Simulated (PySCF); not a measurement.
## Ionisation energy of Cd⁺ by level of theory

Cd⁺ [Kr] 4d10 5s1 (2S) → Cd²⁺ [Kr] 4d10 (1S), as a difference of total energies. Computed with PySCF 2.14 in x2c-TZVPPall (8s6p6d2f1g, 79 functions), with the spin-free X2C one-electron Hamiltonian (Gaussian nucleus). Correlated levels: valence: [Kr] frozen. The calculations carry no spin-orbit coupling.

```json
{"method": "UHF", "ionisation energy (eV)": "15.568"}
{"method": "MP2 (valence)", "ionisation energy (eV)": "16.677"}
{"method": "SCS-MP2 (valence)", "ionisation energy (eV)": "16.499"}
{"method": "CCSD (valence)", "ionisation energy (eV)": "16.509"}
{"method": "CCSD(T) (valence)", "ionisation energy (eV)": "16.565"}
```

Errors of the correlated levels include the incompleteness of this basis and the frozen core.

Question: Which method comes closest to the reference value, and which is furthest?

Answer: The reference is 16.908 eV (measured; NIST Atomic Spectra Database, ionization energies). Closest: MP2 (valence) (error -0.231 eV); furthest: UHF (error -1.340 eV).
